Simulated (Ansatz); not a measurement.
AlBH$_{4}$N$_{2}$. The species carries charge 0 and has multiplicity 1.

```xyz
8

B     0.345   -0.250    0.853
N     0.610    0.982    0.148
Al   -0.455    0.330   -1.126
N    -0.541   -1.032    0.022
H     0.778   -0.565    1.926
H     1.192    1.729    0.471
H    -1.024    0.744   -2.535
H    -0.904   -1.938    0.242
```

Question: Give the diagnostics of a CCSD(T)/def2-TZVPP run (frozen core, Ansatz). (Best estimate.)

Answer: Ansatz gave: T1 = 0.0125, largest single amplitude 0.027, largest double 0.021, (T) share of the correlation energy 4.0 %, 9 CCSD cycles. The RHF solution is stable towards an unrestricted one. T1 lies under the customary mark of 0.02 for closed shells.
